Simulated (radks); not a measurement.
Coulomb parameter of the 4f shell of neutral europium in the model configuration [Xe] 4f5 5d2 6s2, as a second difference U = [E(n + 0.5) + E(n - 0.5) - 2 E(n)] / (0.5)^2 with all orbitals relaxed. "Bare": the charge of the atom changes with n. "Screened": the 5d shell takes up the change at fixed total charge, which measures U(4f,4f) + U(5d,5d) - 2 U(4f,5d). All-electron calculation, scalar-relativistic Kohn-Sham, BLYP, spin-unpolarised, spherical densities, finite nucleus; Fermi nuclear charge, rms radius 5.1115 fm. Program: a radial shooting solver on a logarithmic mesh with Libxc functionals.

case                  configuration  E - E(n) (eV)
start              [Xe] 4f5 5d2 6s2          0.000
bare +0.5        [Xe] 4f5.5 5d2 6s2         -5.590
bare -0.5        [Xe] 4f4.5 5d2 6s2          9.241
screened +0.5  [Xe] 4f5.5 5d1.5 6s2         -4.859
screened -0.5  [Xe] 4f4.5 5d2.5 6s2          6.315

U(bare) = 14.602 eV, U(screened by 5d) = 5.826 eV, against the Slater integral F0(4f,4f) = 30.087 eV with frozen orbitals. The step up makes a negative ion, whose loosely bound charge lowers the bare value.
